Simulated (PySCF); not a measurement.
A calculated (M06-2X, PySCF 2.14, x2c-QZVPPall, scalar relativity by spin-free X2C-1e) atom or ion has these occupied shells.

```
shell  electrons  orbital energy (eV)  rms radius, mean of both spins (bohr)
 1s α          1              -5957.0                                 0.0735
 1s β          1              -5957.0                                 0.0735
 2s α          1              -693.36                                  0.318
 2s β          1              -691.31                                  0.318
 2p α          3              -584.46                                  0.287
 2p β          3              -582.61                                  0.287
 3s α          1              -85.074                                  0.975
 3s β          1              -79.768                                  0.975
 3p α          3              -55.098                                   1.06
 3p β          3              -48.492                                   1.06
 3d α          5               -8.606                                   1.60
 4p α          1               -2.834                                   5.23
```

(1) Name the element and its charge.

Answers

(1) Cr (chromium, neutral), in [Ar] 3d5 4p1, high-spin 7P determinant (an excited configuration).
